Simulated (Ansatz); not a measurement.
Calculated with Ansatz (gas phase, PBE0-D4/def2-TZVP geometries, no zero-point term in ΔE). CBS: MP2 limit from def2 TZ/QZ plus the TZ coupled-cluster correction, frozen cores. This one scheme is used for every species. DFT in def2-TZVPP. HSE06 is defined as in plane-wave codes. For Br outer-core shells are correlated without core-valence functions, which leaves a few kJ/mol of doubt a bond. Scalar relativity is left out up to krypton. Each species was taken in one conformer, which may not be the lowest.

Reaction (ligand exchange at the Si–C bond): `CC[SiH](O)O` + HBr → `O[SiH](O)Br` + `CC`

`CC[SiH](O)O`:

Cartesian coordinates in Å:
```
C -1.490 0.487 0.904
C 0.010 0.197 0.900
Si 0.614 -0.596 -0.669
O 2.221 -0.949 -0.627
O 0.240 0.472 -1.867
H -1.760 1.169 0.096
H -2.072 -0.429 0.767
H -1.810 0.938 1.846
H 0.279 -0.462 1.733
H 0.574 1.125 1.053
H -0.020 -1.913 -0.930
H 2.827 -0.231 -0.435
H 0.386 0.191 -2.771
```

HBr:

```xyz
2

Br   -0.033   -0.706   -0.071
H     0.033    0.706    0.071
```

`O[SiH](O)Br`:

Z-matrix (Å, degrees):
```
Si
O 1 1.631
Br 1 2.230 2 107.4
O 1 1.621 2 109.9 3 -121.9
H 1 1.469 2 113.6 3 119.3
H 2 0.958 1 117.9 3 -25.3
H 4 0.959 1 118.6 2 53.3
```

`CC`:

Z-matrix (Å, degrees):
```
C
C 1 1.519
H 1 1.093 2 111.4
H 1 1.093 2 111.4 3 120.0
H 1 1.093 2 111.4 3 -120.0
H 2 1.093 1 111.4 3 180.0
H 2 1.093 1 111.4 3 -60.0
H 2 1.093 1 111.4 3 60.0
```

```csv
level,ΔE (kJ/mol),difference from CCSD(T)/CBS
revPBE-D4,-106.1,3.5
B97M-V,-110.6,-1.0
r2SCAN0-D4,-114.0,-4.4
CAM-B3LYP-D4,-107.1,2.5
B2PLYP,-111.9,-2.3
PBE,-110.0,-0.4
r2SCANh,-114.5,-4.9
HSE06,-112.6,-3.0
CAM-B3LYP,-109.3,0.3
LC-ωPBE,-108.2,1.4
RPA@PBE/def2-TZVPP,-98.8,10.8
CCSD(T)/def2-SVP,-98.8,10.8
CCSD/def2-TZVPP,-105.6,4.0
CCSD(T)/def2-TZVPP,-104.3,5.3
SCS-MP2/def2-QZVPP,-112.0,-2.4
MP2/CBS(def2),-115.2,-5.6
CCSD(T)/CBS,-109.6,0
```

What do rigid-rotor, harmonic-oscillator terms from PBE0-D4/def2-TZVP frequencies (298.15 K, 1 bar) make of the CCSD(T)/CBS value? (Estimate.)

Ansatz gave: ΔZPE = +10.9 kJ/mol, ΔH = -100.3 kJ/mol, ΔS = 6 J/(mol·K), ΔG = -102.1 kJ/mol.

Largest T1 diagnostic among the species: 0.011.

At CCSD(T), def2-SVP lies +10.8 kJ/mol from the extrapolated value and def2-TZVPP +5.3 kJ/mol. In def2-TZVPP, CCSD(T) changes the Hartree–Fock value by +17.7 kJ/mol (the triples alone add +1.2 kJ/mol) and MP2 by +12.1 kJ/mol. Leaving LDA and LC-ωPBE aside and taking each functional with its dispersion term where it has one, the values spread over 8.0 kJ/mol, from r2SCAN0-D4 to revPBE-D4. LDA lies +7.3 kJ/mol from PBE without D4.
